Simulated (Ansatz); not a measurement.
`FB[SiH]1C[SiH2]1` + HCl → `Cl[SiH]1C[SiH2]1` + `BF` at 298.15 K and 1 bar (cleavage of the Si–B bond).

Gas-phase electronic energies from Ansatz, PBE0-D4/def2-TZVP geometries. CCSD(T)/CBS adds triple-zeta CCSD(T) − MP2 to the extrapolated MP2 energy (def2 sets, frozen cores). This one scheme is used for every species. One conformer a species, not always the lowest.

| species | CCSD(T)/CBS energy (Eh) | H − E (kJ/mol) | S (J/(mol·K)) |
| --- | --- | --- | --- |
| `FB[SiH]1C[SiH2]1` | -744.40562 | 197.9 | 358.6 |
| HCl | -460.38127 | 26.6 | 186.8 |
| `Cl[SiH]1C[SiH2]1` | -1079.00337 | 157.5 | 329.3 |
| `BF` | -125.82039 | 69.3 | 222.5 |

H − E and S are ideal-gas, rigid-rotor, harmonic terms from PBE0-D4/def2-TZVP, for one conformer and one mirror image of each species. 1 Eh = 2625.50 kJ/mol, R = 8.31446 J/(mol·K).

Q: By hand: ΔE, ΔH, ΔS and ΔG.

A: ΔE = (-1079.00337) + (-125.82039) − (-744.40562) − (-460.38127) = -0.03687 Eh = -96.8 kJ/mol. Δ(H − E) = 157.5 + 69.3 − 197.9 − 26.6 = 2.3, so ΔH = -94.5 kJ/mol. ΔS = 329.3 + 222.5 − 358.6 − 186.8 = 6.4 J/(mol·K). ΔG = -94.5 − 298.15 × (6.4)/1000 = -96.4 kJ/mol.

Q: By hand: the equilibrium constant, and the temperature at which ΔG would vanish if ΔH and ΔS stayed fixed.

A: log₁₀ K = −ΔG/(RT ln 10) = 16.9. ΔH and −TΔS have one sign here, so there is no such temperature.

The number of gas molecules stays the same, so ΔS is small and ΔH decides. A doubt of 5 kJ/mol in ΔE shifts log₁₀ K by 0.9 here. Other conformers and mirror images would add mixing entropy, several J/(mol·K) or more a flexible species. These are equilibria of isolated gas molecules and say nothing of rates. Largest T1 diagnostic: 0.015 (customary marks: 0.02 for closed shells, 0.045 for open ones).

ΔS is within the doubt of such terms, so its sign, and with it that verdict, could turn.
